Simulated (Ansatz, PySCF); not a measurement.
This Ansatz (an electronic-structure program) input computes a B3LYP/def2-TZVPD energy:

Ansatz 0.2 input:
```yaml
crystal:
  periodic: [false, false, false]
  atoms:
    - {symbol: C, position_ang: [-1.92503347, 0.36418091, -0.47202797]}
    - {symbol: C, position_ang: [-1.38379164, -0.72944677, 0.03694637]}
    - {symbol: O, position_ang: [-0.03921208, -0.96460908, 0.25350307]}
    - {symbol: C, position_ang: [0.84193010, 0.03781018, 0.06587889]}
    - {symbol: C, position_ang: [1.81236476, 0.04253387, -0.82716120]}
    - {symbol: F, position_ang: [0.67840658, 1.03543236, 0.95044517]}
    - {symbol: H, position_ang: [-1.34424318, 1.22851203, -0.76065479]}
    - {symbol: H, position_ang: [-2.99572045, 0.40350357, -0.60444254]}
    - {symbol: H, position_ang: [-1.94866560, -1.59989701, 0.33669110]}
    - {symbol: H, position_ang: [2.52787086, 0.84893476, -0.84918366]}
    - {symbol: H, position_ang: [1.89597748, -0.77354101, -1.52625778]}
basis:
  gaussian:
    orbitals: def2-TZVPD
hamiltonian:
  xc: {name: B3LYP}
output: {forces: true}
```

**Question.** Write an input for the same energy in PySCF and say what it gives.

**Answer.** 
```python
from pyscf import gto, scf, dft

mol = gto.M(
    atom='''
    C    -1.92503347    0.36418091   -0.47202797
    C    -1.38379164   -0.72944677    0.03694637
    O    -0.03921208   -0.96460908    0.25350307
    C     0.84193010    0.03781018    0.06587889
    C     1.81236476    0.04253387   -0.82716120
    F     0.67840658    1.03543236    0.95044517
    H    -1.34424318    1.22851203   -0.76065479
    H    -2.99572045    0.40350357   -0.60444254
    H    -1.94866560   -1.59989701    0.33669110
    H     2.52787086    0.84893476   -0.84918366
    H     1.89597748   -0.77354101   -1.52625778
    ''',
    basis='def2-tzvpd',
    charge=0,
    spin=0,
    verbose=4,
)

mf = dft.RKS(mol, xc='b3lyp').density_fit(auxbasis='def2-universal-jkfit')
mf.grids.level = 3
mf.conv_tol = 1e-9
mf.max_cycle = 100
mf.max_memory = 1500
mf.kernel()
if not mf.converged:
    mf = mf.newton()
    mf.kernel(mf.make_rdm1())
mf.analyze()
```
It gives -330.58132 Eh, and Ansatz -330.58123 Eh, a difference of 0.09 mEh, from the treatment of integrals and grids.
